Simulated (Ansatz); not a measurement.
The same path of C₂H₄BFO (9 atoms, charge 0, multiplicity 1) was run twice with different band settings. The coordinate that changes most is the dihedral H6–O1–C2–C3.

Computed with RKS PBE-D4/6-31G* (Ansatz 0.2.0).

Relaxed end points:

```xyz
9
Properties=species:S:1:pos:R:3
O -2.042 -0.507 0.651
C -0.804 -0.549 0.112
C 0.144 0.426 0.123
B 1.485 0.156 -0.555
F 2.454 1.091 -0.570
H -2.161 0.373 1.072
H -0.634 -1.520 -0.368
H -0.083 1.382 0.620
H 1.730 -0.898 -1.102
```

```xyz
9
Properties=species:S:1:pos:R:3
O -1.967 -0.059 0.807
C -0.780 -0.314 0.201
C 0.232 0.588 0.154
B 1.522 0.189 -0.557
F 2.564 1.038 -0.639
H -2.545 -0.844 0.720
H -0.677 -1.308 -0.260
H 0.076 1.564 0.631
H 1.663 -0.900 -1.074
```

Common settings: movable images 5; spring 5.0 eV/Å²; start path IDPP; force threshold 0.03 eV/Å; iteration limit 60; end points relaxed.

| run | climbing image | optimiser |
| --- | --- | --- |
| 1 | yes | quadratic models (default) |
| 2 | from the first iteration | fire |

Question: What does each run give, and how far can it be trusted?

Answer: Run 1: converged after 7 iterations, highest image 0.467 eV above the first end. A vibrational analysis at the climbing image gives one clearly imaginary mode, 613i cm⁻¹: a first-order saddle point.
Run 2: converged after 60 iterations, highest image 0.471 eV above the first end. The order of the stationary point at the top wasn't checked.
